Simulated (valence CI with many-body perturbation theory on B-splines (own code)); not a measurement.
## E1 transitions of Ce⁴⁵⁺

Computed by valence CI with perturbative core correlation (CI+MBPT): three valence electrons over a frozen Dirac-Fock core [Ne], radial functions for each j: 11 s, 11 p, 10 d, 8 f, 5 g, 2 h, with the one-electron correlation potential Σ1 (screened to all orders), the two-electron term Σ2, the three-electron term Σ3, Breit, model QED; selected single and double excitations, second order for the rest, scaled by the run's own slope (own B-spline code, finite nucleus).

No measured spectrum was set against this ion. As an estimate, large intervals hold to a few tenths of a per cent, small ones and those within an open d or f shell to about a per cent.

Lines 201 to 250 of 585 in falling wavelength, among levels below 1801.1 eV, chosen from the strongest by gf and those to the six lowest levels. Wavelengths and rates use the calculated energies. Electric multipoles are in the length gauge, E1 and E2 with the static RPA response of the core. Weak lines are less certain than strong ones. Lines between different terms over intervals too small for the method are left out, as are lines whose strength nearly cancels. The highest levels of a list are the least certain.

Levels are named by their leading jj configuration (3d3/2^4 stands for four electrons in 3d with j = 3/2), which in mixed levels can hold well under half, so a name can repeat and another be missing. Letters in brackets count levels of one name in rising energy.

```tsv
λ vac (Å)	Upper	Lower	A (s⁻¹)	S (a.u.) with core polarisation	S without
62.30	(3p3/2 3d3/2 3d5/2) J=5/2 [d]	(3p3/2^2 3d3/2) J=7/2	3.04e+10	2.18e-02	2.22e-02
62.29	(3p1/2 3d5/2^2) J=7/2	(3p1/2 3p3/2 3d5/2) J=7/2 [a]	2.07e+10	1.98e-02	2.01e-02
62.24	(3d3/2 3d5/2^2) J=9/2	(3p3/2 3d3/2 3d5/2) J=9/2 [a]	7.54e+10	8.97e-02	9.12e-02
62.15	(3p3/2 3d3/2 3d5/2) J=5/2 [b]	(3s 3d5/2^2) J=5/2	3.01e+10	2.14e-02	2.18e-02
62.12	(3p3/2 3d3/2 3d5/2) J=1/2 [b]	(3p3/2^2 3d3/2) J=3/2 [b]	1.53e+11	3.62e-02	3.68e-02
62.10	(3d3/2 3d5/2^2) J=5/2 [b]	(3p3/2 3d3/2 3d5/2) J=5/2 [b]	7.39e+10	5.24e-02	5.33e-02
62.09	(3d3/2 3d5/2^2) J=7/2 [b]	(3p3/2 3d3/2 3d5/2) J=7/2 [b]	6.84e+10	6.46e-02	6.57e-02
61.83	(3s 3d5/2^2) J=3/2	(3s 3p3/2 3d5/2) J=3/2 [a]	7.19e+10	3.35e-02	3.41e-02
61.78	(3s 3p1/2 3d5/2) J=3/2	(3s 3p1/2 3p3/2) J=5/2	2.50e+10	1.16e-02	1.18e-02
61.62	(3d3/2 3d5/2^2) J=11/2	(3p3/2 3d3/2 3d5/2) J=11/2	1.94e+10	2.68e-02	2.73e-02
61.58	(3s 3d5/2^2) J=5/2	(3s 3p3/2 3d5/2) J=5/2 [a]	1.69e+11	1.17e-01	1.19e-01
61.50	(3s 3d5/2^2) J=7/2	(3s 3p3/2 3d5/2) J=5/2 [a]	5.80e+10	5.32e-02	5.42e-02
61.49	(3p3/2 3d3/2 3d5/2) J=5/2 [c]	(3p3/2^2 3d3/2) J=3/2 [a]	7.42e+10	5.11e-02	5.20e-02
61.24	(3d3/2 3d5/2^2) J=3/2 [b]	(3p3/2 3d5/2^2) J=5/2 [a]	8.54e+10	3.87e-02	3.94e-02
61.04	(3p3/2 3d5/2^2) J=5/2 [a]	(3s 3d5/2^2) J=3/2	4.64e+10	3.12e-02	3.18e-02
60.77	(3p3/2^2 3d5/2) J=7/2	(3s 3p3/2 3d5/2) J=5/2 [b]	1.99e+11	1.76e-01	1.79e-01
60.75	(3s 3d3/2 3d5/2) J=7/2 [b]	(3s 3p3/2 3d3/2) J=7/2	4.39e+10	3.88e-02	3.96e-02
60.60	(3s 3p3/2 3d5/2) J=7/2 [b]	(3s 3p3/2^2) J=5/2	2.44e+11	2.14e-01	2.18e-01
60.57	(3s 3d3/2 3d5/2) J=5/2 [b]	(3s 3p3/2 3d3/2) J=7/2	3.13e+10	2.06e-02	2.10e-02
60.11	(3p3/2 3d5/2^2) J=7/2 [b]	(3p3/2^2 3d5/2) J=7/2	1.43e+11	1.22e-01	1.24e-01
59.96	(3s 3d3/2 3d5/2) J=7/2 [b]	(3s 3p3/2 3d3/2) J=5/2 [a]	2.70e+10	2.30e-02	2.34e-02
59.79	(3s 3d3/2 3d5/2) J=5/2 [b]	(3s 3p3/2 3d3/2) J=5/2 [a]	7.37e+10	4.66e-02	4.75e-02
59.57	(3p3/2 3d5/2^2) J=5/2 [b]	(3p3/2^2 3d5/2) J=7/2	6.93e+10	4.34e-02	4.42e-02
59.37	(3s 3p1/2 3p3/2) J=3/2 [a]	(3s^2 3p1/2) J=1/2	1.08e+09	4.47e-04	4.55e-04
59.17	(3p3/2 3d3/2 3d5/2) J=7/2 [a]	(3s 3d3/2 3d5/2) J=7/2 [b]	3.20e+10	2.62e-02	2.66e-02
59.15	(3s 3d5/2^2) J=9/2	(3s 3p3/2 3d5/2) J=9/2	9.73e+10	9.94e-02	1.01e-01
58.99	(3s 3p1/2 3d5/2) J=5/2 [b]	(3s 3p1/2 3p3/2) J=3/2 [a]	9.09e+09	5.53e-03	5.63e-03
58.94	(3p3/2 3d3/2 3d5/2) J=7/2 [c]	(3s 3d5/2^2) J=5/2	3.62e+10	2.92e-02	2.98e-02
58.86	(3p3/2 3d5/2^2) J=3/2 [b]	(3p3/2^2 3d5/2) J=1/2	1.22e+11	4.90e-02	4.98e-02
58.76	(3p3/2 3d3/2^2) J=7/2	(3s 3d3/2 3d5/2) J=5/2 [a]	3.19e+10	2.56e-02	2.60e-02
58.73	(3p3/2 3d5/2^2) J=5/2 [a]	(3s 3d5/2^2) J=7/2	5.67e+10	3.40e-02	3.46e-02
58.63	(3s 3d5/2^2) J=1/2	(3s 3p3/2 3d5/2) J=3/2 [a]	1.17e+11	2.33e-02	2.37e-02
58.63	(3d5/2^3) J=5/2	(3p3/2 3d5/2^2) J=7/2 [a]	3.38e+10	2.02e-02	2.05e-02
58.47	(3p3/2^2 3d3/2) J=3/2 [a]	(3s 3p3/2 3d5/2) J=3/2 [a]	4.55e+10	1.80e-02	1.83e-02
58.15	(3s 3p1/2 3d5/2) J=3/2	(3s 3p1/2 3p3/2) J=3/2 [a]	5.34e+10	2.07e-02	2.11e-02
57.90	(3p3/2^2 3d3/2) J=3/2 [b]	(3s 3p3/2 3d5/2) J=1/2	7.41e+10	2.84e-02	2.89e-02
57.52	(3p3/2^2 3d5/2) J=9/2	(3s 3p3/2 3d5/2) J=7/2 [b]	3.24e+11	3.05e-01	3.10e-01
57.12	(3p3/2 3d3/2^2) J=7/2	(3s 3d3/2 3d5/2) J=7/2 [a]	3.01e+10	2.22e-02	2.26e-02
57.09	(3p3/2^2 3d3/2) J=5/2	(3s 3p3/2 3d5/2) J=3/2 [a]	9.76e+10	5.38e-02	5.48e-02
57.08	(3p3/2^2 3d5/2) J=1/2	(3s 3p3/2 3d5/2) J=3/2 [b]	3.21e+11	5.89e-02	5.99e-02
56.83	(3p3/2 3d5/2^2) J=1/2	(3s 3d5/2^2) J=3/2	1.10e+11	1.99e-02	2.03e-02
56.70	(3s 3p3/2 3d5/2) J=5/2 [a]	(3s^2 3d5/2) J=5/2	1.38e+11	7.47e-02	7.61e-02
56.58	(3s 3d5/2^2) J=7/2	(3s 3p3/2 3d5/2) J=9/2	2.84e+10	2.03e-02	2.07e-02
56.46	(3s 3p3/2 3d5/2) J=3/2 [b]	(3s 3p3/2^2) J=5/2	8.35e+10	2.97e-02	3.02e-02
56.43	(3p3/2 3d3/2 3d5/2) J=11/2	(3s 3d3/2 3d5/2) J=9/2	2.67e+11	2.84e-01	2.89e-01
56.10	(3p3/2^2 3d5/2) J=7/2	(3s 3p3/2 3d5/2) J=7/2 [b]	1.00e+11	6.97e-02	7.10e-02
56.09	(3p3/2 3d3/2 3d5/2) J=5/2 [b]	(3s 3d3/2 3d5/2) J=5/2 [b]	9.46e+10	4.94e-02	5.03e-02
56.00	(3p3/2 3d3/2 3d5/2) J=5/2 [c]	(3s 3d5/2^2) J=5/2	1.05e+11	5.46e-02	5.56e-02
55.98	(3p3/2 3d3/2 3d5/2) J=3/2 [a]	(3s 3d3/2 3d5/2) J=3/2 [b]	1.07e+11	3.71e-02	3.78e-02
55.96	(3p3/2 3d3/2 3d5/2) J=7/2 [a]	(3s 3d3/2 3d5/2) J=5/2 [a]	1.31e+11	9.09e-02	9.26e-02
```
